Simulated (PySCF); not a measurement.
Two-component Hartree-Fock for Hg²⁺ (mercury, charge +2)

Start: [Xe] 4f14 5d10. Calculated with PySCF 2.14 in x2c-SVPall-2c with one added diffuse shell each of s, p, d type (8s11p10d2f, 105 functions): generalised Hartree-Fock with the X2C-1e Hamiltonian and a Gaussian nucleus; spin-orbit coupling (SO) screened by Boettger's factors. This is a chosen level, not necessarily the ground level.

```
spinor shell  electrons  ε, screened SO (eV)  weight of nominal j (screened SO)  rms radius, screened SO (bohr)
       1s1/2          2             -83551.6                              1.000                          0.0187
       2s1/2          2             -14973.6                              1.000                          0.0756
       2p1/2          2             -14344.0                              1.000                          0.0639
       2p3/2          4             -12390.5                              1.000                          0.0720
       3s1/2          2              -3637.0                              1.000                           0.193
       3p1/2          2              -3354.3                              1.000                           0.184
       3p3/2          4              -2915.0                              1.000                           0.201
       3d3/2          4              -2451.1                              1.000                           0.177
       3d5/2          6              -2358.6                              1.000                           0.180
       4s1/2          2              -851.94                              1.000                           0.424
       4p1/2          2              -729.44                              1.000                           0.429
       4p3/2          4              -622.11                              1.000                           0.463
       4d3/2          4              -421.35                              1.000                           0.476
       4d5/2          6              -401.23                              1.000                           0.486
       5s1/2          2              -157.65                              1.000                           0.971
       4f5/2          6              -140.51                              1.000                           0.526
       4f7/2          8              -136.38                              1.000                           0.528
       5p1/2          2              -114.65                              1.000                            1.09
       5p3/2          4              -96.522                              1.000                            1.13
       5d3/2          4              -36.718                              1.000                            1.51
       5d5/2          6              -34.516                              1.000                            1.57
```

```
   quantity   screened SO
E (hartree)  -19637.46376
        M_J             0
       ⟨J²⟩         0.000
       ⟨L²⟩         0.150
       ⟨S²⟩         0.150
```

Breit and QED terms are absent; they matter most for the inner s and p1/2 levels.

Densities and radii are taken from the X2C orbitals without a picture-change correction, which distorts them close to the nucleus.
